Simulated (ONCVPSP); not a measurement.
# Configuration tests for Ni (Z = 28) (ONCV)

- Element: Ni (Z = 28)
- Generator: ONCVPSP 4.0.1
- Type: optimised norm-conserving Vanderbilt (ONCV)
- Functional: PBE
- Relativity: scalar-relativistic
- Frozen core: [Ne]
- Valence charge: 18
- Reference configuration: 3s2 3p6 3d8 (charge +2)
- Partial waves: 3s: rc 1.00 bohr, ncon 3, nbas 8, qcut 10.4 1/bohr, 2 projectors, debl 3.8 Ha; 3p: rc 1.00 bohr, ncon 4, nbas 7, qcut 13.1 1/bohr, 1 projector; 3d: rc 1.35 bohr, ncon 4, nbas 8, qcut 11.3 1/bohr, 1 projector; f scattering state at 0.37 Ha: rc 1.05 bohr, ncon 4, nbas 7, qcut 11.4 1/bohr, 2 projectors, debl 0.8 Ha
- Local potential: polynomial inside 0.65 bohr (lpopt 4, dvloc0 4 Ha)
- Core correction: polynomial model core, fcfact 0.6

In the s channel the program set the typed energies aside and used -4.805, 0.250 Ha.

Energies are relative to the spin-unpolarised reference configuration 3s2 3p6 3d8; without spin polarisation the order of configurations can differ from experiment.

```
valence configuration  charge  ΔE all-electron (eV)  error AE − PS (meV)
      3s2 3p6 3d8 4s1      +1               -17.351                 +3.4
          3s2 3p6 3d7      +3                37.467                  +15
```

Question: What are ΔE and the potential's error for 3s2 3p6 3d8 4s2?

Answer: ΔE = -26.674 eV all-electron; the error (AE − PS) is +8.3 meV.

Question: What are ΔE and the potential's error for 3s2 3p6 3d8 4s1.5?

Answer: ΔE = -22.956 eV all-electron; the error (AE − PS) is +5.8 meV.

Levels in the configuration 3s2 3p6 3d8 4s1:

```csv
level,all-electron (eV),pseudo (eV)
3s,-120.168,-120.156
3p,-80.511,-80.510
3d,-17.925,-17.911
4s,-13.184,-13.187
```
